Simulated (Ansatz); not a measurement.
Gas-phase reaction in SMILES: N[SiH2]N[SiH3] -> N[SiH-]N[SiH3] + H+
Geometries: B3LYP-D3(BJ)/def2-TZVP minima from Ansatz (a first-principles code), one conformer each, not searched for the lowest. Frequencies are from Ansatz.
Geometry of the first species:
```xyz
12

N      2.2216     0.9187    -0.0011
Si     1.0984    -0.3576    -0.2317
N     -0.3869     0.0113     0.5648
Si    -2.0129    -0.1240    -0.0083
H      2.0493     1.8538    -0.3341
H      3.2059     0.7277     0.0922
H      1.7970    -1.5497     0.3087
H      0.6933    -0.6302    -1.6328
H     -0.2888     0.2867     1.5341
H     -1.9949    -0.0504    -1.4854
H     -2.8255     0.9869     0.5454
H     -2.6764    -1.3935     0.3853
```

Property: gas-phase deprotonation energy (enthalpy at 298 K, with B3LYP-D3(BJ) rigid-rotor harmonic-oscillator terms), in kcal/mol. Valence correlation only, unless marked. Spin-orbit coupling is left out. No relativistic terms. Anions need diffuse functions: aug- sets have them; def2-D sets add few; the other sets have none. Basis-set limits of correlation are two-point, X^-3; Hartree-Fock from the larger set.

Level to compare with: CCSD(T)/CBS(aug-cc-pV(T+d)Z,aug-cc-pV(Q+d)Z) (Ansatz), 380.1 kcal/mol. It is a level with limits of its own, and the differences hold the functionals' basis error too.

Question: Rank these functionals by how close they come to CCSD(T)/CBS(aug-cc-pV(T+d)Z,aug-cc-pV(Q+d)Z), closest first: SVWN5/def2-TZVPD (Ansatz); BLYP/def2-TZVPD (Ansatz); PBE0/def2-TZVPD (Ansatz).

Answer: PBE0/def2-TZVPD (global hybrid, 378.9 kcal/mol, difference -1.2), BLYP/def2-TZVPD (GGA, 375.3 kcal/mol, difference -4.8), SVWN5/def2-TZVPD (LDA, 365.6 kcal/mol, difference -14.5)
